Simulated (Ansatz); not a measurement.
Basis-set series for C3H6OSi (`C=C1OC1[SiH3]`). The species carries charge 0 and has multiplicity 1. The geometry is a stationary point of PBE0-D4/def2-TZVP.

```
functional       basis  functions  energy (Eh)  HOMO (eV)  LUMO (eV)
   PBE0-D4    def2-SVP        104   -481.98207      -7.03       0.60
   PBE0-D4  def2-QZVPP        478   -482.32217      -7.13       0.24
   ωB97M-V    def2-SVP        104   -482.21136      -9.27       2.69
   ωB97M-V  def2-QZVPP        478   -482.55959      -9.39       1.53
```

Problem. Give the rows for def2-TZVPP. (Best estimate.)

Solution. The calculation gave: 
```json
{"functional": "PBE0-D4", "basis": "def2-TZVPP", "functions": "250", "energy (Eh)": "-482.30192", "HOMO (eV)": "-7.11", "LUMO (eV)": "0.34"}
{"functional": "ωB97M-V", "basis": "def2-TZVPP", "functions": "250", "energy (Eh)": "-482.54081", "HOMO (eV)": "-9.36", "LUMO (eV)": "2.04"}
```

Positive LUMOs are unbound and depend on the basis.

Computed with Ansatz.
